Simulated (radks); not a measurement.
Values are calculated unless marked as measured or tabulated.
The nuclear charge of neutral ruthenium is varied continuously with 44 electrons held in [Kr] 4d7 5s1. Code: a radial shooting solver on a logarithmic mesh with Libxc functionals. Model: scalar-relativistic Kohn-Sham, PBE, spin-polarised, spherical densities, finite nucleus; open shells are filled with parallel spins first (spin-orbit coupling, left out, can overturn this in heavy ions); Fermi nuclear charge, rms radius 4.4809 fm. By the Hellmann-Feynman theorem dE/dZ = E(electron-nucleus)/Z, the electronic potential at the nucleus (averaged over a nucleus of fixed radius). The scalar-relativistic energy here is not variational (the density holds large components alone), so the two differ by a part that grows with Z.

Z     E (hartree)  E(electron-nucleus)/Z (hartree)  HOMO  e(HOMO) (eV)  <r> HOMO (bohr)
43.8  -4481.09959                         -246.844    4d        -2.003            1.802
43.9  -4505.88533                         -247.625    4d        -2.899            1.763
44    -4530.74963                         -248.405    4d        -3.839            1.728
44.1  -4555.69243                         -249.185    4d        -4.819            1.695
44.2  -4580.71370                         -249.964    4d        -5.837            1.666
44.3  -4605.81338                         -250.743    4d        -6.893            1.638
44.4  -4630.99145                         -251.521    5s        -7.722            3.075
44.5  -4656.24787                         -252.299    5s        -8.518            3.026
44.6  -4681.58262                         -253.077    5s        -9.335            2.979
44.7  -4706.99568                         -253.855    5s       -10.171            2.934
44.8  -4732.48704                         -254.632    5s       -11.028            2.892
44.9  -4758.05668                         -255.409    5s       -11.904            2.851
45    -4783.70458                         -256.187    5s       -12.799            2.812

The central difference of E at Z = 44 is -249.036 hartree, to compare with the third column; the second derivative is -7.85 hartree.
